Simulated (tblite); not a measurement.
C14H28N2S (ionic-liquid pair), SMILES CCCCCCCC[N+]1(C)CCCC1.N#C[S-] at step 5 of a GFN2-xTB optimisation (tblite, gas phase), coordinates in Å:

```
  1 C     6.2394    1.2477   -1.1352
  2 C     6.0219   -0.0374   -0.3448
  3 C     4.6720   -0.7033   -0.6172
  4 C     3.4745    0.1264   -0.1544
  5 C     2.1570   -0.6227   -0.3510
  6 C     0.9543    0.2045    0.1076
  7 C    -0.3623   -0.5541   -0.1012
  8 C    -1.5627    0.2664    0.3549
  9 N    -2.9040   -0.3512    0.0851
 10 C    -3.0309   -1.6587    0.7667
 11 C    -3.1348   -0.5127   -1.3889
 12 C    -4.5744   -0.0831   -1.6387
 13 C    -4.7032    1.0931   -0.6842
 14 C    -4.0064    0.5694    0.5608
 15 N    -2.1296    1.2911    5.8816
 16 C    -2.2767    0.9719    4.7869
 17 S    -2.5192    0.5192    3.2621
 18 H     7.2493    1.6170   -0.9715
 19 H     5.5439    2.0236   -0.8269
 20 H     6.1108    1.0702   -2.2009
 21 H     6.8139   -0.7442   -0.6043
 22 H     6.1124    0.1764    0.7225
 23 H     4.5809   -0.9070   -1.6868
 24 H     4.6507   -1.6677   -0.1021
 25 H     3.5940    0.3772    0.9012
 26 H     3.4328    1.0639   -0.7108
 27 H     2.1896   -1.5611    0.2071
 28 H     2.0432   -0.8777   -1.4080
 29 H     0.9337    1.1424   -0.4519
 30 H     1.0748    0.4554    1.1625
 31 H    -0.4514   -0.8088   -1.1592
 32 H    -0.3056   -1.4806    0.4698
 33 H    -1.5481    1.2513   -0.1138
 34 H    -1.4773    0.4317    1.4364
 35 H    -4.0293   -2.0655    0.6198
 36 H    -2.3151   -2.3787    0.3792
 37 H    -2.8614   -1.5344    1.8375
 38 H    -2.4631    0.1512   -1.9332
 39 H    -2.9413   -1.5337   -1.7113
 40 H    -4.7665    0.1986   -2.6714
 41 H    -5.2675   -0.8775   -1.3618
 42 H    -4.1737    1.9611   -1.0770
 43 H    -5.7373    1.3760   -0.5020
 44 H    -4.7010    0.0074    1.1830
 45 H    -3.6060    1.3662    1.1842
```

(1) What are the forces on the atoms (eV/Å)?

Answers

(1) 
```
  1 C     0.02    0.00    0.00
  2 C    -0.01    0.00    0.01
  3 C    -0.01    0.00    0.01
  4 C    -0.01    0.00    0.00
  5 C    -0.02    0.01    0.01
  6 C    -0.04    0.01   -0.02
  7 C     0.00   -0.06   -0.08
  8 C     0.04   -0.04   -0.12
  9 N    -0.01    0.00   -0.06
 10 C     0.01    0.03   -0.02
 11 C    -0.04   -0.01   -0.05
 12 C    -0.03    0.01    0.00
 13 C     0.00    0.02   -0.03
 14 C     0.02    0.04   -0.02
 15 N     0.16    0.26    0.83
 16 C    -0.04   -0.07   -0.10
 17 S    -0.27   -0.22   -0.20
 18 H     0.00    0.01    0.00
 19 H    -0.01   -0.01    0.01
 20 H    -0.01   -0.01    0.00
 21 H    -0.01   -0.01    0.00
 22 H    -0.03    0.00    0.00
 23 H    -0.01    0.03   -0.02
 24 H     0.00    0.02    0.01
 25 H     0.00   -0.03    0.02
 26 H     0.02   -0.01   -0.03
 27 H    -0.01    0.02    0.03
 28 H    -0.01    0.02   -0.01
 29 H    -0.03    0.00   -0.01
 30 H    -0.07   -0.03    0.00
 31 H     0.04   -0.05   -0.07
 32 H     0.00   -0.01    0.01
 33 H    -0.06   -0.04   -0.16
 34 H    -0.06   -0.08    0.00
 35 H    -0.03    0.09   -0.06
 36 H     0.09    0.10   -0.05
 37 H     0.03    0.20    0.01
 38 H     0.04    0.05    0.07
 39 H     0.04   -0.05    0.10
 40 H     0.10   -0.08   -0.04
 41 H    -0.03    0.00   -0.01
 42 H    -0.02    0.02   -0.06
 43 H     0.04   -0.01    0.09
 44 H     0.08   -0.07   -0.01
 45 H     0.14   -0.07    0.04
```
